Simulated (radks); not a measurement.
Question: Tb6+, configuration [Kr] 4d10 4f8 5s2 5p3 (the NIST ground configuration). All-electron calculation, Dirac Kohn-Sham, PBE, spin-unpolarised, spherical densities, point nucleus; open shells are shared between the two j in proportion to 2j + 1. Program: a radial shooting solver on a logarithmic mesh with Libxc functionals. Some entries of the table are withheld. Estimate them.

orbital,occ.,eigenvalue (eV),<r> (bohr),r(max) (bohr)
1s1/2,2,-51889.66,0.02150,0.01364
2s1/2,2,-8666.103,0.09095,0.07766
2p1/2,2,-8238.927,0.07589,0.05859
2p3/2,4,-7492.236,0.08284,0.06451
3s1/2,2,-1986.001,0.2389,0.2199
3p1/2,2,-1800.403,0.2286,0.2073
3p3/2,4,-1646.234,0.2418,0.2197
3d3/2,4,-1326.825,0.2140,0.1743
3d5/2,6,-1293.188,0.2182,0.1778
4s1/2,2,-458.8642,0.5410,0.5050
4p1/2,2,(1),(2),0.5087
4p3/2,4,(3),(4),0.5353
4d3/2,4,-231.9118,(5),0.5416
4d5/2,6,-225.6722,(6),0.5502
5s1/2,2,-122.1042,1.250,1.151
5p1/2,1,-100.4272,(7),1.235
5p3/2,2,-94.6888,(8),1.299
4f5/2,3.42857,-83.0536,0.7775,0.5460
4f7/2,4.57143,-82.1565,0.7855,0.5508

Answer: 
(1) 4p1/2 eigenvalue (eV): -386.1202
(2) 4p1/2 <r> (bohr): 0.5521
(3) 4p3/2 eigenvalue (eV): -351.7315
(4) 4p3/2 <r> (bohr): 0.5819
(5) 4d3/2 <r> (bohr): 0.6150
(6) 4d5/2 <r> (bohr): 0.6254
(7) 5p1/2 <r> (bohr): 1.356
(8) 5p3/2 <r> (bohr): 1.423
